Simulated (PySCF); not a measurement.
Computed with PBE-D3(BJ)/def2-TZVP // B3LYP-D3(BJ)/def2-TZVP run with PySCF. Gas-phase values, no solvent. 

Reference species (SMILES): `C#CC=O` (neutral, multiplicity 1).

```json
{
 "HOMO": "-6.47 eV",
 "dipole_moment": "2.82 D",
 "LUMO": "-3.22 eV",
 "HOMO–LUMO gap": "3.24 eV"
}
```

Changed species: `c1(=O)cc1`.

Predict the effect on the HOMO, dipole moment, LUMO and HOMO–LUMO gap.

the HOMO rises by 0.92 eV, to -5.55 eV; the dipole moment rises by 1.16 D, to 3.98 D; the LUMO rises by 0.94 eV, to -2.28 eV; the HOMO–LUMO gap is nearly the same.
